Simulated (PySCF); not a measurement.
# How methods differ on the ionisation energy of Xe

Xe [Xe] (1S) → Xe⁺ [Kr] 4d10 5s2 5p5 (2P), as a difference of total energies. Computed with PySCF 2.14 in x2c-QZVPPall (13s9p7d4f1g, 112 functions), with scalar relativity by spin-free X2C-1e. Correlated levels: valence: [Kr] 4d10 frozen; valence and next inner shell: [Ar] 3d10 frozen. The calculations carry no spin-orbit coupling.

```csv
method,ionisation energy (eV)
UHF,11.450
LDA,12.625
PBE,12.330
PBE0,12.391
M06,12.097
BHandHLYP,12.329
MP2 (valence),12.379
SCS-MP2 (valence),12.324
MP2 (valence and next inner shell),12.532
SCS-MP2 (valence and next inner shell),12.431
```

**Question.** Estimate what wB97M-V gives.

**Answer.** 12.309 eV, closest to SCS-MP2 (valence) among the rows shown.

**Question.** Estimate what r2SCAN gives.

**Answer.** 12.416 eV, closest to SCS-MP2 (valence and next inner shell) among the rows shown.

Errors of the correlated levels include the incompleteness of this basis and the frozen core.

For comparison: 12.565 eV (measured; NIST levels, between the centres of gravity of the two terms).
